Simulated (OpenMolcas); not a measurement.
A calculation on C⁺.

* Program: OpenMolcas 26.06
* Method: XMS-CASPT2, IPEA 0.25 Eh, imaginary shift 0.1 Eh (closed shells correlated: 1s)
* Basis: ANO-RCC-VTZP [4s3p2d1f]
* Scalar Hamiltonian: DKH2, point nucleus
* Active space: 3 electrons in 4 orbitals (2s 2p)
* State averaging: 2S+1 = 4 odd, 1 root; 2S+1 = 2 odd, 11 roots; 2S+1 = 4 even, 3 roots; 2S+1 = 2 even, 9 roots
* Spin-orbit coupling: state interaction with AMFI integrals over the reference wave functions, term energies averaged over their components

Problem. Which level of the active space comes out lowest?

Solution. 2s2 2p 2P* 1/2, with 100 % of that term; it is also the measured ground level.

Problem. How high does 2s 2p2 2P 1/2 lie?

Solution. 113340 cm-1 above the lowest level; measured 110624 cm-1 above the ground level, so the calculation is off by +2 %.

Problem. How high does 2s 2p2 2D 5/2 lie?

Solution. 74830 cm-1 above the lowest level; measured 74930 cm-1 above the ground level, so the calculation is off by 0 %.

Problem. How high does 2s2 2p 2P* 3/2 lie?

Solution. 57.2 cm-1 above the lowest level; measured 63.4 cm-1 above the ground level, so the calculation is off by -10 %.

Measured values: NIST Handbook of Basic Atomic Spectroscopic Data.

CASPT2 breaks the degeneracy within a term, and the mean is taken; among the terms shown or strongly mixed into the levels shown the widest spread is 650 cm-1 (2s 2p2 2D). Over all roots computed the reference weight is 0.93 to 0.99; the roots of lowest weight are the least certain, and an intruder state may touch them. Computed and measured levels are paired by configuration, term and J; levels that our copy of the source lacks, or whose pairing is in doubt (as where it misses far off the trend of its configuration), stay unpaired and out of the deviations. Only configurations of the active space appear.

* marks odd parity.
